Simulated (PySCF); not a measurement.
C2H9FSi3, SMILES F[C@H]1C[SiH2][Si@@H]1[SiH3]. Atoms are numbered in the order given.

```xyz
15

F     -0.8966    -0.9464    -2.1801
C     -0.8088    -0.0740    -1.1064
C     -2.1013     0.0054    -0.2721
Si    -1.3256     0.5662     1.3974
Si     0.4696    -0.4888     0.3063
Si     2.6329     0.3901     0.1060
H     -0.5713     0.9292    -1.5093
H     -2.9116     0.5939    -0.7312
H     -2.4744    -1.0219    -0.1129
H     -1.2054     2.0474     1.5251
H     -1.9637     0.0084     2.6218
H      0.4744    -1.9594     0.5691
H      2.5317     1.8390    -0.2404
H      3.3677     0.2544     1.3984
H      3.4051    -0.3076    -0.9643
```

The structure is a stationary point at B3LYP-D3(BJ)/def2-SVP. The structure was generated by enumeration; whether it is a known compound was not checked.

Method: SMD-PBE0/6-31G* in PySCF.

Solvation free energies are E(SMD) − E(gas) at the gas-phase geometry, for 1 M in both phases. In vacuum the dipole moment is 1.33 D.

Computed solvation free energies in water, diethylether, benzene:
```tsv
solvent	ΔG(solv) (kcal/mol)	its non-electrostatic (CDS) part	dipole (D)
water	2.2	5.0	1.69
diethylether	-2.9	-1.0	1.56
benzene	-2.3	-1.1	1.48
```
